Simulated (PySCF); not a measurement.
# CdF: everyday levels beside a composite calculation

PySCF; the state is a doublet (σ ↑). The composite is CCSD(T) extrapolated to the basis-set limit from two correlation-consistent sets, with core-valence (CV) and scalar-relativistic (SR) terms as its label shows; it has no spin–orbit coupling and nothing beyond (T). Here it is CCSD(T)/CBS(DT). It gives Re = 1.982 Å, ωe = 531 cm⁻¹ and De = 2.54 eV to Cd + F.

| level | basis | relativity | Re (Å) | ωe (cm⁻¹) | De (eV) |
| --- | --- | --- | --- | --- | --- |
| UHF | def2-TZVPP | scalar-relativistic core potentials | 1.986 | 542 | 1.50 |
| UHF-SCS-MP2 | def2-TZVPP | scalar-relativistic core potentials | 1.980 | 532 | 2.28 |
| r²SCAN | def2-SVP | scalar-relativistic core potentials | 1.984 | 536 | 2.56 |
| M06-L | def2-SVP | scalar-relativistic core potentials | 2.011 | 507 | 2.34 |
| M06-L | def2-SVPD | scalar-relativistic core potentials | 2.031 | 482 | 2.52 |
| PBE0 | def2-TZVPP | scalar-relativistic core potentials | 1.992 | 507 | 2.41 |
| r²SCAN0 | def2-SVP | scalar-relativistic core potentials | 1.973 | 558 | 2.30 |
| M06 | def2-TZVPP | scalar-relativistic core potentials | 2.012 | 487 | 2.08 |
| MN15 | def2-TZVPP | scalar-relativistic core potentials | 1.987 | 514 | 2.29 |
| BHandHLYP | def2-SVPD | scalar-relativistic core potentials | 2.005 | 519 | 2.23 |

Problem. Give the difference of each row from the composite.

Solution. 

| level | basis | ΔRe (pm) | Δωe (%) | ΔDe (eV) |
| --- | --- | --- | --- | --- |
| UHF | def2-TZVPP | +0.4 | +2.1 | -1.04 |
| UHF-SCS-MP2 | def2-TZVPP | -0.2 | +0.2 | -0.26 |
| r²SCAN | def2-SVP | +0.2 | +0.9 | +0.02 |
| M06-L | def2-SVP | +2.9 | -4.5 | -0.20 |
| M06-L | def2-SVPD | +4.9 | -9.2 | -0.02 |
| PBE0 | def2-TZVPP | +1.0 | -4.5 | -0.13 |
| r²SCAN0 | def2-SVP | -0.9 | +5.1 | -0.24 |
| M06 | def2-TZVPP | +3.0 | -8.3 | -0.46 |
| MN15 | def2-TZVPP | +0.5 | -3.2 | -0.25 |
| BHandHLYP | def2-SVPD | +2.3 | -2.3 | -0.31 |

Problem. Which rows come closest in De?

Solution. r²SCAN in def2-SVP (+0.02 eV); M06-L in def2-SVPD (-0.02 eV), counted from the composite.

Correlated steps freeze the inner cores (1 to 5 orbitals); shallow outer-core shells are correlated. Spin–orbit coupling is left out. The state was picked by a PBE0 search and need not be the measured ground state.
